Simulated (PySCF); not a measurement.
The second ionisation energy along group 13

All values are computed (PySCF 2.14, energy differences of UHF-based or UKS calculations, no spin-orbit coupling). Values in eV. The last column holds reference values (NIST; (s) semi-empirical, (t) theoretical, else measured). Unmarked ones compare directly (S terms, centres of terms, or small fine structure); those marked * lie between the lowest fine-structure levels and include a spin-orbit shift.

```tsv
element	configurations	UHF	MP2 (valence)	SCS-MP2 (valence)	CCSD (valence)	CCSD(T) (valence)	FCI (valence)	reference
B (6-31G*, non-relativistic)	[He] 2s2 → [He] 2s1	23.465	24.372	24.553	25.063	25.063	25.063	25.155
Al (6-31G*, non-relativistic)	[Ne] 3s2 → [Ne] 3s1	17.552	18.253	18.393	18.611	18.611	18.611	18.829
Ga (6-31G*, non-relativistic)	[Ar] 3d10 4s2 → [Ar] 3d10 4s1	18.588	19.218	19.344	19.536	19.536	19.536	20.515
```

```json
{"method": "UHF", "elements": "3", "mean error (eV)": "-1.631", "mean absolute error (eV)": "1.631", "largest error (eV)": "-1.928"}
{"method": "MP2 (valence)", "elements": "3", "mean error (eV)": "-0.885", "mean absolute error (eV)": "0.885", "largest error (eV)": "-1.297"}
{"method": "SCS-MP2 (valence)", "elements": "3", "mean error (eV)": "-0.736", "mean absolute error (eV)": "0.736", "largest error (eV)": "-1.171"}
{"method": "CCSD (valence)", "elements": "3", "mean error (eV)": "-0.430", "mean absolute error (eV)": "0.430", "largest error (eV)": "-0.979"}
{"method": "CCSD(T) (valence)", "elements": "3", "mean error (eV)": "-0.430", "mean absolute error (eV)": "0.430", "largest error (eV)": "-0.979"}
{"method": "FCI (valence)", "elements": "3", "mean error (eV)": "-0.430", "mean absolute error (eV)": "0.430", "largest error (eV)": "-0.979"}
```

Errors include the incompleteness of the basis and the frozen core.

"Valence" correlates the outer s and p shells and, in groups 3 to 12 and the f block, the outer d or f shell, open or full, or the next shell where the ion has no valence electron left; the wider scheme adds the next inner shell.
